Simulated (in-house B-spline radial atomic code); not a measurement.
How numerical settings move a run on neutral iodine, [Kr] 4d10 5s2 5p5. Computed with an all-electron radial atomic-structure program (B-spline basis): scalar-relativistic (X2C) B97-1, spin-polarised, spherical fractional occupations, Fermi nucleus of rms radius 4.75 fm.

Command:
```bash
python run_scf.py task.json out
```
Settings of the sound reference run:
```
Z                53
electrons        53
configuration    [Kr] 4d10 5s2 5p5
hamiltonian      x2c
method           b97_1
spin_polarised   True
nucleus          fermi
rms_radius       4.75
mass_number      127
atomic_mass      126.9045
speed_of_light   137.036
knot_spacing     0.22
spline_order     8
gauss_points     12
box_radius       50
max_iterations   70
damping          0.5
damped_steps     3
diis_vectors     10
tolerance        1e-08
start            Thomas-Fermi
```

Run time, properties included: 0.66 s on 1 thread of Arm Neoverse N1, on a shared host.

It converges in 10 iterations to -7115.437857 hartree, with 5p down at -7.01905 eV. The other runs change the listed settings, some to values that make no sense; their results aren't properties of the atom or ion. Radii are in bohr (the nuclear one in fm), a minus after a letter asks for a j subshell, and «unchanged» means within 1e-8 hartree. The run stops when the residual is below 10 × tolerance × max(1, Z/10), or a noise floor if that is larger, and the energy moves by less than 1e-8 × √|E| hartree; so very loose and very tight tolerances often act alike.

| changed settings | outcome |
| --- | --- |
| tolerance = 1e-06 | converged in 9 iterations, energy unchanged, 5p down level +5.7e-05 eV |
| spline_order = 4, box_radius = 7.5, max_iterations = 3, damping = 0.8 | not converged after 3 iterations, last residual 1.7e-01, last energy +8.79e-01 hartree from the reference |
| tolerance = 1e-13 | converged in 11 iterations, energy unchanged, 5p down level +3.4e-06 eV |
| damped_steps = 1 | converged in 10 iterations, energy unchanged, 5p down level +3.5e-06 eV |
| damped_steps = 30 | converged in 20 iterations, energy unchanged, 5p down level +2.5e-06 eV |
| electrons = 55, configuration = [Kr] 4d10 5s2 5p7, max_iterations = 75 | stopped with error: shell 5p holds at most 3 electrons (per spin) |
| spline_order = 10, max_iterations = 50, damping = 0.2, damped_steps = 1 | converged in 10 iterations, energy -4.75e-05 hartree from the reference, 5p down level -6.9e-06 eV |
| gauss_points = 5 | converged in 10 iterations, energy +2.95e-07 hartree from the reference |
| gauss_points = 5, max_iterations = 100, tolerance = 1e-10 | converged in 11 iterations, energy +2.95e-07 hartree from the reference, 5p down level +3.5e-06 eV |
| damped_steps = 0 | converged in 9 iterations, energy unchanged, 5p down level +8.1e-07 eV |
| gauss_points = 8, max_iterations = 60, damping = 0.95 | converged in 12 iterations, energy +1.31e-07 hartree from the reference, 5p down level +3.6e-06 eV |
| electrons = 56, configuration = [Kr] 4d10 5s2 5p5 6s3, max_iterations = 60 | stopped with error: shell 6s holds at most 1 electrons (per spin) |
| gauss_points = 6, max_iterations = 60, diis_vectors = 0, start = bare nucleus | converged in 26 iterations, energy unchanged, 5p down level +5.9e-06 eV |

What happens with gauss_points = 16?

Converged in 10 iterations, energy +1.86e-08 hartree from the reference.

What happens with gauss_points = 4?

Converged in 10 iterations, energy +4.05e-06 hartree from the reference, 5p down level -7.0e-07 eV.

What happens with hamiltonian = dirac, method = hf, spin_polarised = False, speed_of_light = 26.50276?

Stopped with error: Z/c is past the critical charge.

What happens with gauss_points = 3?

Not converged after 70 iterations, last residual 8.7e+00, last energy +7.13e+02 hartree from the reference.
